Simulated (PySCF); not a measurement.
# Static response to an electric field

Species: C7H11 (charge +1).
Structure used (GFN2-xTB), in Å, numbered top down from 1:
```xyz
18
C7H11 angstrom
C      1.831   -0.003    0.240
C      0.671    0.357   -0.682
C     -0.251    1.376    0.004
C     -1.165    0.796    0.973
C     -1.491   -0.546    0.986
C     -1.036   -1.364   -0.029
C     -0.114   -0.908   -1.057
H      2.411    0.883    0.486
H      2.502   -0.704   -0.250
H      1.478   -0.453    1.165
H      1.082    0.804   -1.591
H     -0.879    1.905   -0.732
H      0.337    2.175    0.470
H     -1.648    1.462    1.676
H     -2.169   -0.933    1.732
H     -1.417   -2.375   -0.103
H     -0.719   -0.750   -1.966
H      0.570   -1.718   -1.335
```

Level: CAM-B3LYP/def2-SVPD (PySCF), static field, nuclei fixed, core orbitals frozen in the response. The polarisability tensor in these axes (au):

```
x   69.11  2.50 -7.59
y    2.50 82.67  7.56
z   -7.59  7.56 68.75
```

Task: Diagonalise the tensor; give its mean and Δα, where Δα² is half the sum of the squared differences of the eigenvalues.

Result: Principal values 59.10, 75.41 and 86.03 au; mean 73.51 au = 10.89 Å³ = 12.12 × 10⁻⁴⁰ C²·m²/J; Δα = 23.50 au (32 % of the mean).

Task: Rayleigh depolarisation ratio (linearly polarised light, static tensor)?

Result: ρ = 3Δα²/(45ᾱ² + 4Δα²) = 1656.3/(243184 + 2208.3) = 0.00675.

Task: Give the principal axes and the span of the nuclei along them.

Result: Largest value along (-0.05, 0.91, 0.42), where the nuclei span 4.30 Å; middle along (0.78, 0.30, -0.55), 4.88 Å; least along (0.62, -0.30, 0.72), 3.54 Å. The strongest response doesn't lie along the longest of the three spans.

Task: Give the eigenvalues of the traceless quadrupole moment Θ = ½Σq(3rr − r²1), origin at the centre of nuclear charge.

Result: -9.49, 3.22, 6.26 D·Å. The values depend on the origin, since the species is charged. The electronic extent ⟨r²⟩ about the same centre is 683 bohr², a root-mean-square distance of 1.92 Å for the 52 electrons.

One conformer (not necessarily the lowest) at the GFN2-xTB geometry, without solvent, vibrations or thermal averaging.
